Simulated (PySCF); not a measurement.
SMILES CB(C)C[SiH](F)F (C₃H₉BF₂Si) at its GFN2-xTB optimised geometry (Å):

```
16

Si    -1.2859    -1.6923     1.8473
F      0.0366    -1.7419     2.7520
F     -1.7940    -3.2109     1.9510
C     -0.8387    -1.2799     0.0611
B     -0.0709     0.0920     0.0000
C      1.5045     0.0920     0.0000
C     -0.8724     1.4492     0.0000
H     -2.2457    -0.8760     2.5533
H     -0.2398    -2.1104    -0.3199
H     -1.7637    -1.2575    -0.5159
H      1.8909    -0.5447     0.7947
H      1.9503     1.0771     0.1145
H      1.8886    -0.3294    -0.9292
H     -1.9503     1.3357    -0.0896
H     -0.6770     1.9885     0.9270
H     -0.5398     2.1104    -0.7987
```

Level of theory: CAM-B3LYP/def2-TZVP run with PySCF 2.14.0.

Map of the electrostatic potential (hartree/e), clipped to [-0.08, 0.12] on the plane z = 1.0 Å:

```
|:::::::::::::::::::::::::::|
|:::::::::::::::::::::::::::|
|:::::::::::::::::::::::::::|
|:::::::::::::::::::::::::::|
|::::::::::----:::::::::::::|
|:::::::::-+#*=-::::::::::::|
|::::::::-*@@@#-::::::::::::|
|::::::::-%@@@@=-::--:::::::|
|::::::--=@@@@%=-:----::::::|
|::::----=#@@@*=---==-::::::|
|:::-----=*%@%#+=-===-::::::|
|::------=+#%@@@*+*+=-::::::|
|::-----==+#@@@@%#@%*-::.:::|
|:-----==+*%@@@@%%@@@*-:::::|
|:----=+*#@@@@@@##@@@@=:::::|
|:---=+#@@@@@@@#+*@@@@=:::::|
|:--==*@@@@@@@@*==%@@%=:::::|
|:--=+#@@@@@@@@+--=++=-:::::|
|:--=+%@@@@@@@@+--:--:::::::|
|::--=#@@@@@@@%+-:::::::::::|
|:::--+#@@@@@@*=-:::::::::::|
|:::::-=#@@@@#+--:::::::::::|
|::....:=*+++=--::::::::::::|
|....  .:-::::::::::::::::::|
|....       ..::::::::::::::|
|....       .........:::::::|
|....        .........::::::|
```
Scale: ten equal steps from -0.034 (start of ' ') to 0.120 (end of '@'), in the order ' .:-=+*#%@'; x runs from -4.50 to 4.50, y from -4.50 (bottom) to 4.50 (top).
